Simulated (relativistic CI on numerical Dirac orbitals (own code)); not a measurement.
## Ligand-field terms of d6

Computed with a parametric ligand-field model of a d^n configuration (Racah B and C, spin-orbit zeta, crystal field), exact diagonalisation.

Field parameters in Wybourne normalisation: Oh B⁴₀ = 21Dq, B⁴₄ = √(5/14) B⁴₀; Td as Oh with Dq negative (B⁴₀ = 21Dq, B⁴₄ = √(5/14) B⁴₀). The field is a parameter set, without covalency.

Problem. Ground term and bands for B = 560, C = 2030, ζ = 0 cm⁻¹, Oh, 10Dq = 39850 cm⁻¹?

Solution. Ground term 1A1 with 0.01 electrons in the two orbitals of the cubic e set. Spin-allowed: 1T1 38247 cm⁻¹ (261 nm), 1T2 46526 cm⁻¹ (215 nm), 1T2 77486 cm⁻¹ (129 nm), 1E 77669 cm⁻¹ (129 nm). Lowest spin-forbidden: 3T1 33976 cm⁻¹ (294 nm), 3T2 38116 cm⁻¹ (262 nm), 5T2 61286 cm⁻¹ (163 nm).

Problem. Ground term and bands for B = 680, C = 2580, ζ = 0 cm⁻¹, Oh, 10Dq = 6400 cm⁻¹?

Solution. Ground term 5T2 with 2.00 electrons in the two orbitals of the cubic e set. Spin-allowed: 5E 6400 cm⁻¹ (1563 nm). Lowest spin-forbidden: 3T1 8281 cm⁻¹ (1208 nm), 1A1 8867 cm⁻¹ (1128 nm), 3T2 10892 cm⁻¹ (918 nm).

Problem. Ground term and bands for B = 400, C = 1920, ζ = 0 cm⁻¹, Td, 10Dq = -3400 cm⁻¹?

Solution. Ground term 5E with 3.00 electrons in the two orbitals of the cubic e set. Spin-allowed: 5T2 3400 cm⁻¹ (2941 nm). Lowest spin-forbidden: 3T1 7282 cm⁻¹ (1373 nm), 3E 9583 cm⁻¹ (1044 nm), 3T1 10197 cm⁻¹ (981 nm).

Problem. A d6 ion in Oh symmetry has the ground term 1A1 and bands at 3T1 28456 cm⁻¹ (351 nm), 3T2 30952 cm⁻¹ (323 nm), 1T1 31094 cm⁻¹ (322 nm), 1T2 36080 cm⁻¹ (277 nm), 5T2 52799 cm⁻¹ (189 nm), 1T2 62779 cm⁻¹ (159 nm), 1E 62962 cm⁻¹ (159 nm). Which parameters reproduce them?

Solution. B = 330, C = 1270, ζ = 0 cm⁻¹, Oh, 10Dq = 32150 cm⁻¹.

Problem. Ground term and bands for B = 640, C = 2430, ζ = 0 cm⁻¹, Oh, 10Dq = 21800 cm⁻¹?

Solution. Ground term 1A1 with 0.03 electrons in the two orbitals of the cubic e set. Spin-allowed: 1T1 20186 cm⁻¹ (495 nm), 1T2 28729 cm⁻¹ (348 nm), 1T2 41569 cm⁻¹ (241 nm), 1E 41653 cm⁻¹ (240 nm). Lowest spin-forbidden: 3T1 14933 cm⁻¹ (670 nm), 3T2 19170 cm⁻¹ (522 nm), 5T2 22197 cm⁻¹ (451 nm).
